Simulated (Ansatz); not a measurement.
One change: `[GaH2][O][SbH2]` becomes `B[O][GaH2]`.

Ansatz, PBE0-D4/def2-TZVP geometries, multiplicity 1. 

Elements past krypton have def2 core potentials. Scalar relativity is left out up to krypton. Spin–orbit coupling is left out; it splits and shifts lone-pair levels of the heavy atoms by tenths of an eV.

| property | `[GaH2][O][SbH2]` |
| --- | --- |
| size of the dipole moment (B3LYP/def2-TZVPP) / D | 0.70 |
| HOMO energy (PBE0/def2-TZVPP) / eV | -7.22 |
| LUMO energy (PBE/def2-TZVPP) / eV | -2.05 |
| ideal-gas entropy at 298 K and 1 bar (rigid rotor, harmonic PBE0-D4/def2-TZVP) / J/(mol·K) | 349 |
| HOMO–LUMO gap (PBE0/def2-TZVPP) / eV | 5.97 |
| LUMO energy (PBE0/def2-TZVPP) / eV | -1.25 |

Give the same properties after the change, and the shifts. (Best estimate.)

The calculation gave: 
| property | `B[O][GaH2]` | shift |
| --- | --- | --- |
| size of the dipole moment (B3LYP/def2-TZVPP) / D | 2.16 | 1.46 |
| HOMO energy (PBE0/def2-TZVPP) / eV | -7.67 | -0.45 |
| LUMO energy (PBE/def2-TZVPP) / eV | -2.46 | -0.41 |
| ideal-gas entropy at 298 K and 1 bar (rigid rotor, harmonic PBE0-D4/def2-TZVP) / J/(mol·K) | 315 | -34 |
| HOMO–LUMO gap (PBE0/def2-TZVPP) / eV | 6.03 | 0.06 |
| LUMO energy (PBE0/def2-TZVPP) / eV | -1.63 | -0.38 |

With PBE0 the HOMO falls by 0.45 eV and the LUMO falls by 0.38 eV, so the gap widens by about 0.07 eV. PBE moves the HOMO by -0.15 eV and ωB97M-V by -0.65 eV. Dipoles are sizes alone; their direction can turn. Modes under 60 cm⁻¹, often nearly free rotors, make the harmonic entropy too high.

B3LYP here is the variant with VWN-RPA as its local correlation; programs differ in this.
